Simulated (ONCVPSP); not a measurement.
**Before and after: ONCV potential for tin**

```json
{"Element": "Sn", "Generator": "ONCVPSP 4.0.1", "Type": "optimised norm-conserving Vanderbilt (ONCV)", "Functional": "PBE", "Relativity": "fully relativistic", "Frozen core": "[Kr]", "Valence charge": "14", "Reference configuration": "4d10 5s2 5p2", "Partial waves": "5s: rc 1.60 bohr, ncon 3, nbas 6, qcut 4.1 1/bohr, 1 projector; 5p: rc 2.15 bohr, ncon 4, nbas 8, qcut 3.3 1/bohr, 2 projectors, debl 3.6 Ha; 4d: rc 1.10 bohr, ncon 4, nbas 7, qcut 7.3 1/bohr, 2 projectors, debl 1.5 Ha; f scattering state at 0.03 Ha: rc 2.20 bohr, ncon 4, nbas 7, qcut 5.5 1/bohr, 1 projector", "Local potential": "polynomial inside 1.00 bohr (lpopt 5, dvloc0 0 Ha)", "Core correction": "none"}
```

Open shells are filled in proportion to 2j + 1.

Change: f: nproj 3.

Cutoffs: the cutoffs (Ha) at which the residual kinetic energy of the hardest occupied pseudo-wave falls to 1 and 0.1 mHa per electron; they do not see the model core or the augmentation charge, which bear on the density cutoff. Errors are all-electron minus pseudo energies relative to the spin-unpolarised reference configuration.

How do hardness, ghosts and transferability respond?

The potential gets neither clearly harder nor softer (124 Ha and 146 Ha → 124 Ha and 146 Ha); both files keep a bound ghost (d, p, s); the errors of the 4 common tests hardly move; the range in which the f7/2 phases agree widens (upper end 0.7 → at the end of the scan); the range in which the f5/2 phases agree widens (upper end 0.7 → at the end of the scan).

```tsv
quantity	base	changed
cutoff, loose	124 Ha	124 Ha
cutoff, tight	146 Ha	146 Ha
bound ghosts	s, p3/2, d5/2, p1/2, d3/2	s, p3/2, d5/2, p1/2, d3/2
GHOST(+) flags under 300 eV	s at 36.1 eV, f7/2 at 77.8 eV, f5/2 at 78.5 eV	s at 36.1 eV
error for 4d10 5s2 5p1, meV [ΔE 6.89 eV]	0.0	0.0
error for 4d10 5s2 5p0, meV [ΔE 20.86 eV]	+9.4	+9.4
error for 4d10 5s1 5p0, meV [ΔE 51.83 eV]	+51	+51
error for 4d10 5s0 5p4, meV [ΔE 14.15 eV]	-5.6	-5.6
s: phases at 1.63 bohr within 0.05 rad from the reference energy up to (Ha; the scan ends near 5)	0.1	0.1
p3/2: phases at 2.18 bohr within 0.05 rad from the reference energy up to (Ha; the scan ends near 5)	4.4	4.4
p1/2: phases at 2.18 bohr within 0.05 rad from the reference energy up to (Ha; the scan ends near 5)	4.4	4.4
d5/2: phases at 1.12 bohr within 0.05 rad from the reference energy up to (Ha; the scan ends near 5)	to the end of the scan	to the end of the scan
d3/2: phases at 1.12 bohr within 0.05 rad from the reference energy up to (Ha; the scan ends near 5)	to the end of the scan	to the end of the scan
f7/2: phases at 2.23 bohr within 0.05 rad from the reference energy up to (Ha; the scan ends near 5)	0.7	to the end of the scan
f5/2: phases at 2.23 bohr within 0.05 rad from the reference energy up to (Ha; the scan ends near 5)	0.7	to the end of the scan
```

 A true bound ghost makes a file unfit for plane-wave use even where its test errors are small: the radial tests pick states by their node count and pass the ghost by.
